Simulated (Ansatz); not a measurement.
Computed with Ansatz on PBE0-D4/def2-TZVP structures; ΔE is electronic, products minus reactants. CBS: MP2 limit from def2 TZ/QZ plus the TZ coupled-cluster correction, frozen cores. This one scheme is used for every species. For Ge outer-core shells are correlated without core-valence functions, which leaves a few kJ/mol of doubt a bond. Scalar relativity is left out up to krypton. One conformer a species, not always the lowest.

`C[CH2][AlH][SH]` + `[OH][Ge]([OH])([F])[Cl]` → `C[O][Ge]([OH])([F])[Cl]` + `[CH3][AlH][SH]`  (substitution at a C–C bond)

| species | CCSD/CBS(def2) energy (Eh) |
| --- | --- |
| `C[CH2][AlH][SH]` | -720.12474 |
| `[OH][Ge]([OH])([F])[Cl]` | -2787.33443 |
| `C[O][Ge]([OH])([F])[Cl]` | -2826.56698 |
| `[CH3][AlH][SH]` | -680.87783 |

(1) Work out ΔE.

Largest T1 diagnostic among the species: 0.012.

Results:

(1) ΔE = (-2826.56698) + (-680.87783) − (-720.12474) − (-2787.33443) = 0.01436 Eh = +37.7 kJ/mol. CCSD(T)/CBS gives +38.3 kJ/mol.

In def2-TZVPP, CCSD(T) changes the Hartree–Fock value by +10.1 kJ/mol (the triples alone add +0.6 kJ/mol) and MP2 by +14.9 kJ/mol.
